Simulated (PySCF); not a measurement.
Compound: C6H11NOSi.
Bonds: O1–C2 (double), C2–N3 (double), N3–Si4, Si4–C5, C5–C6, C6–C7, C7–C8, C8–C9, Si4–C9. Hydrogens: H10 on Si4; H11, H12 on C5; H13, H14 on C6; H15, H16 on C7; H17, H18 on C8; H19, H20 on C9.

The closed-shell ground state was solved at several levels (PySCF, density fitting, gas phase, non-relativistic). One conformer (not necessarily the lowest) at the PBE0-D3(BJ)/def2-SVP geometry, without solvent, vibrations or thermal averaging.

| level | basis functions | HOMO (eV) | LUMO (eV) | gap (eV) | dipole (D) |
| --- | --- | --- | --- | --- | --- |
| B3LYP/pcSseg-1 | 215 | -7.58 | 0.63 | 8.21 | 3.05 |
| B3LYP/def2-SVPD | 275 | -7.58 | 0.18 | 7.76 | 3.29 |

Task: What might PBE0/pcSseg-1 (215 basis functions) give for the same quantities?

Result: HOMO -7.78 eV, LUMO 0.87 eV, gap 8.65 eV, dipole 3.10 D.

Task: Over all these levels, which gives the widest orbital gap and which the narrowest?

Result: PBE0/pcSseg-1 (global hybrid, 25 % exact exchange) has the widest, 8.65 eV, and B3LYP/def2-SVPD (global hybrid, 20 % exact exchange) the narrowest, 7.76 eV. Functional and basis both differ between the two, so the spread mixes both effects.

Task: How far do the dipole and the HOMO energy spread over the levels?

Result: The dipole runs from 3.05 to 3.29 D (mean 3.15 D) and the HOMO from -7.78 to -7.58 eV.
